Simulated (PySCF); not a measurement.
SMILES N[Si](O)(O)F (H₄FNO₂Si), singlet (PBE0/def2-SVP optimised geometry):

```
9

N     -0.544     1.373     0.000
Si    -0.125    -0.275     0.000
O     -0.664    -1.109    -1.315
O     -0.695    -1.096     1.303
F      1.496    -0.275     0.000
H      0.129     2.047     0.344
H     -1.496     1.669     0.177
H     -0.456    -0.724    -2.172
H     -0.778    -2.047     1.190
```

Method: PBE0/def2-TZVP (PySCF).

Problem. What are the frontier orbital energies and the dipole moment?

Solution. HOMO-2 -9.92 eV, HOMO-1 -9.45 eV, HOMO -8.06 eV, LUMO 0.51 eV, LUMO+1 1.58 eV; dipole moment 1.63 D.

On the same geometry PBE/def2-TZVP (PySCF 2.14.0) gives HOMO-2 -8.10 eV, HOMO-1 -7.64 eV, HOMO -6.51 eV, LUMO -0.38 eV, LUMO+1 0.71 eV; dipole moment 1.59 D.

Meta-Löwdin charges at PBE0/def2-TZVP: N1 -0.77, Si2 1.58, O3 -0.76, O4 -0.76, F5 -0.52, H6 0.26, H7 0.25, H8 0.36, H9 0.36.
